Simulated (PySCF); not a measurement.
# 4-amino-1-fluorobenzene: calculation and literature

Molfile (atoms numbered from 1):
```
C6H6FN
     RDKit          3D

 14 14  0  0  0  0  0  0  0  0999 V2000
    2.4299   -0.0533    0.1095 N   0  0  0  0  0  0  0  0  0  0  0  0
    1.0551    0.0874    0.0379 C   0  0  0  0  0  0  0  0  0  0  0  0
    0.4453    1.3406    0.2174 C   0  0  0  0  0  0  0  0  0  0  0  0
   -0.9393    1.4765    0.1950 C   0  0  0  0  0  0  0  0  0  0  0  0
   -1.7344    0.3563   -0.0075 C   0  0  0  0  0  0  0  0  0  0  0  0
   -3.0656    0.4848   -0.0334 F   0  0  0  0  0  0  0  0  0  0  0  0
   -1.1614   -0.8957   -0.1865 C   0  0  0  0  0  0  0  0  0  0  0  0
    0.2235   -1.0272   -0.1635 C   0  0  0  0  0  0  0  0  0  0  0  0
    2.9714    0.7813   -0.0726 H   0  0  0  0  0  0  0  0  0  0  0  0
    2.8155   -0.8739   -0.3385 H   0  0  0  0  0  0  0  0  0  0  0  0
    1.0689    2.2235    0.3808 H   0  0  0  0  0  0  0  0  0  0  0  0
   -1.4121    2.4507    0.3329 H   0  0  0  0  0  0  0  0  0  0  0  0
   -1.8069   -1.7618   -0.3447 H   0  0  0  0  0  0  0  0  0  0  0  0
    0.6716   -2.0148   -0.3010 H   0  0  0  0  0  0  0  0  0  0  0  0
  1  2  1  0
  2  3  1  0
  3  4  2  0
  4  5  1  0
  5  6  1  0
  5  7  2  0
  7  8  1  0
  8  2  2  0
  1  9  1  0
  1 10  1  0
  3 11  1  0
  4 12  1  0
  7 13  1  0
  8 14  1  0
M  END
```

The experiment to reproduce: δ $^{13}$C C5 154.2 ppm (measured; solution, DMSO-d6; Viesser, Ducati, Tormena, Autschbach, PCCP 2018 (ESI)).
δ $^{19}$F F6 -127.3 ppm (measured; G. Saielli, R. Bini, A. Bagno, Computational 19F NMR. 2. Organic compounds, RSC Adv. 2014, ESI (exp. from Berger-Braun-Kalinowski 1994 and Everett 1995)).
δ $^{13}$C C5 156.7 ppm (measured; solution, CDCl3; Viesser, Ducati, Tormena, Autschbach, PCCP 2018 (ESI)). Coupling constants: $^{1}J$(C5,F6) 233.2 Hz, $^{2}J$(C4,F6) 22.4 Hz, $^{3}J$(C3,F6) 7.5 Hz, $^{4}J$(C2,F6) 1.9 Hz.

PySCF calculation with spin–spin couplings from B3LYP/pcJ-1 (spin–dipole term only in couplings to heteroatoms), coordinates at the PBE0-D3(BJ)/def2-SVP level and shieldings: GIAO PBE0/pcSseg-1; no solvent model, a single conformation, relativity neglected, averaged over atoms made equivalent by symmetry, fast rotation or ring inversion.

(1) What does the calculation give, and how does it compare?

(2) How far are the unscaled $^{13}$C shifts from the references?

Answers

(1) 
Reference values: measured (solution, DMSO-d6; Viesser, Ducati, Tormena, Autschbach, PCCP 2018 (ESI)).
```
atoms    quantity  reference  computed  computed, scaled
   C5  δ $^{13}$C      154.2     162.0             156.0
```

Reference values: measured (G. Saielli, R. Bini, A. Bagno, Computational 19F NMR. 2. Organic compounds, RSC Adv. 2014, ESI (exp. from Berger-Braun-Kalinowski 1994 and Everett 1995)).
| atoms | quantity | reference | computed | computed, scaled |
| --- | --- | --- | --- | --- |
| F6 | δ $^{19}$F vs CFCl3 | -127.3 | -130.4 | -128.8 |

Reference values: measured (solution, CDCl3; Viesser, Ducati, Tormena, Autschbach, PCCP 2018 (ESI)).
```
atoms    quantity  reference  computed  computed, scaled
   C5  δ $^{13}$C      156.7     162.0             156.0
```

Computed shifts are σ(ref) − σ with the named reference compound (TMS for H and C) calculated as an isolated molecule at the same level. The measured values may be among those fitted. Empirical linear scaling, fitted to shifts measured mostly in CDCl3 for H and C (δ vs TMS): $^{13}$C: δ = 177.62 − 0.967σ (rms 1.9 ppm, 903 shifts, 2.3 ppm with the 23 outliers that the fit left out); $^{19}$F: δ = 160.80 − 0.941σ +14.7 on sp3 carbon (rms 6.9 ppm, 213 shifts, 7.8 ppm with the 5 outliers that the fit left out vs CFCl3, solution or neat liquid). Occasional misses reach two or three times the rms, and more in compound classes unlike the fitted ones.

Coupling constants in Hz (some tables give magnitudes without signs):
```tsv
coupling	reference	computed	source
$^{1}J$(C5,F6)	233.2	-303.0	measured; liquid or solution; F. J. Weigert, PhD thesis, Caltech 1968 (Carbon-13 magnetic resonance spectroscopy)
$^{2}J$(C4,F6)	22.4	20.3	measured; liquid or solution; F. J. Weigert, PhD thesis, Caltech 1968 (Carbon-13 magnetic resonance spectroscopy)
$^{3}J$(C3,F6)	7.5	4.0	measured; liquid or solution; F. J. Weigert, PhD thesis, Caltech 1968 (Carbon-13 magnetic resonance spectroscopy)
$^{4}J$(C2,F6)	1.9	4.7	measured; liquid or solution; F. J. Weigert, PhD thesis, Caltech 1968 (Carbon-13 magnetic resonance spectroscopy)
```

(2) Mean signed difference +6.55 ppm, mean absolute 6.55 ppm over 2 comparisons; the largest is +7.8 ppm at C5 (aromatic carbon bearing fluorine).

Common functionals overestimate the size of one-bond C–F couplings by tens of Hz; these are unscaled.
